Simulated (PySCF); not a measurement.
Constitutional and geometric isomers with formula C2H6N2. All species are isolated molecules in the gas phase. One relaxed conformer stands for each flexible species; it need not be the lowest. Strings in code marks are SMILES.

Calculation: B3LYP-D3(BJ)/def2-TZVP in PySCF 2.14.0. B3LYP has the VWN-RPA correlation part, as in Gaussian. 

```json
[
 {"species": "`[H]/N=C(/C)N`", "HOMO (eV)": "-6.76", "HOMO–LUMO gap (eV)": "[?]"},
 {"species": "`C/N=C\\N`", "HOMO (eV)": "[?]", "HOMO–LUMO gap (eV)": "7.06"},
 {"species": "`NCN=C`", "HOMO (eV)": "-6.93", "HOMO–LUMO gap (eV)": "6.24"},
 {"species": "`C=C(N)N`", "HOMO (eV)": "-5.27", "HOMO–LUMO gap (eV)": "5.59"}
]
```

Q: What belongs in the gaps?

A: 
- `[H]/N=C(/C)N`, HOMO–LUMO gap (eV): 7.11
- `C/N=C\N`, HOMO (eV): -6.59
